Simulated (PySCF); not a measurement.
Species: C6H5Cl2F3.
Numbering: `[F:1][C:2]([F:3])([F:4])[C@H:5]1[CH2:6][CH2:7][C:8]([Cl:9])=[C:10]1[Cl:11]` (hydrogens: H12 on C5; H13, H14 on C6; H15, H16 on C7)

The same species was optimised twice, with GFN2-xTB and with PBE0-D3(BJ)/def2-SVP (PySCF), and the same property calculations (PySCF, gas phase) were run on both structures.

```
     coordinate  GFN2-xTB  PBE0-D3(BJ)/def2-SVP  change
      C2–C5 (Å)     1.529                 1.521  -0.008
     C8=C10 (Å)     1.333                 1.342  +0.009
      C2–F3 (Å)     1.344                 1.338  -0.006
     C5–C10 (Å)     1.510                 1.506  -0.004
     C8–Cl9 (Å)     1.703                 1.707  +0.004
      F1–C2 (Å)     1.336                 1.332  -0.004
      C7–C8 (Å)     1.502                 1.498  -0.004
      C2–F4 (Å)     1.340                 1.337  -0.003
      C6–C7 (Å)     1.538                 1.536  -0.002
   C10–Cl11 (Å)     1.709                 1.708  -0.001
      C5–C6 (Å)     1.542                 1.542   0.000
  C2–C5–C10 (°)     110.5                 112.3    +1.8
C8–C10–Cl11 (°)     127.6                 126.3    -1.3
C5–C10–Cl11 (°)     121.2                 122.4    +1.2
   F1–C2–F3 (°)     106.4                 107.6    +1.2
   C2–C5–C6 (°)     110.8                 111.9    +1.1
   F1–C2–C5 (°)     113.0                 112.0    -1.0
   F3–C2–F4 (°)     106.3                 107.3    +1.0
   F4–C2–C5 (°)     112.5                 111.5    -1.0
F1–C2–C5–C6 (°)      -178                  -178       0
```

Rotational constants: A = 1272, B = 623.7, C = 493.5 MHz (GFN2-xTB) against A = 1282, B = 620.5, C = 491.2 MHz (PBE0-D3(BJ)/def2-SVP). Point groups within 0.08 Å: C1 and C1.

On the GFN2-xTB structure: HOMO (eV) -7.28 [PBE0/pcSseg-1]; LUMO (eV) -0.54 [PBE0/pcSseg-1]; dipole (D) 2.83 [PBE0/pcSseg-1]; GIAO shielding of F1/F3/F4 (mean) (ppm) 258.9 [PBE0/pcSseg-1]; GIAO shielding of C2 (ppm) 51.1 [PBE0/pcSseg-1]; GIAO shielding of C5 (ppm) 129.6 [PBE0/pcSseg-1]; GIAO shielding of C6 (ppm) 160.4 [PBE0/pcSseg-1]; GIAO shielding of C7 (ppm) 146.8 [PBE0/pcSseg-1]; GIAO shielding of C8 (ppm) 38.5 [PBE0/pcSseg-1]; GIAO shielding of Cl9 (ppm) 739.0 [PBE0/pcSseg-1]; GIAO shielding of C10 (ppm) 51.2 [PBE0/pcSseg-1].

Problem. What do these properties become on the PBE0-D3(BJ)/def2-SVP structure?

Solution. 
| property | level | on GFN2-xTB | on PBE0-D3(BJ)/def2-SVP | change |
| --- | --- | --- | --- | --- |
| HOMO (eV) | PBE0/pcSseg-1 | -7.28 | -7.23 | +0.05 |
| LUMO (eV) | PBE0/pcSseg-1 | -0.54 | -0.58 | -0.04 |
| dipole (D) | PBE0/pcSseg-1 | 2.83 | 2.74 | -0.09 |
| energy, GFN2-xTB geometry as zero (kcal/mol) | PBE0/pcSseg-1 | 0.0 | -0.4 | -0.4 |
| GIAO shielding of F1/F3/F4 (mean) (ppm) | PBE0/pcSseg-1 | 258.9 | 262.6 | +3.7 |
| GIAO shielding of C2 (ppm) | PBE0/pcSseg-1 | 51.1 | 52.7 | +1.6 |
| GIAO shielding of C5 (ppm) | PBE0/pcSseg-1 | 129.6 | 130.6 | +1.0 |
| GIAO shielding of C6 (ppm) | PBE0/pcSseg-1 | 160.4 | 158.4 | -2.0 |
| GIAO shielding of C7 (ppm) | PBE0/pcSseg-1 | 146.8 | 146.3 | -0.5 |
| GIAO shielding of C8 (ppm) | PBE0/pcSseg-1 | 38.5 | 35.9 | -2.6 |
| GIAO shielding of Cl9 (ppm) | PBE0/pcSseg-1 | 739.0 | 732.6 | -6.4 |
| GIAO shielding of C10 (ppm) | PBE0/pcSseg-1 | 51.2 | 49.3 | -1.9 |

The heavy atoms differ by 0.022 Å rms after alignment. Among bonds between heavy atoms C2–C5 and C8=C10 change most and about equally (-0.008 to +0.009 Å). Changes are differences of the printed values. Neither structure is proved a minimum here.
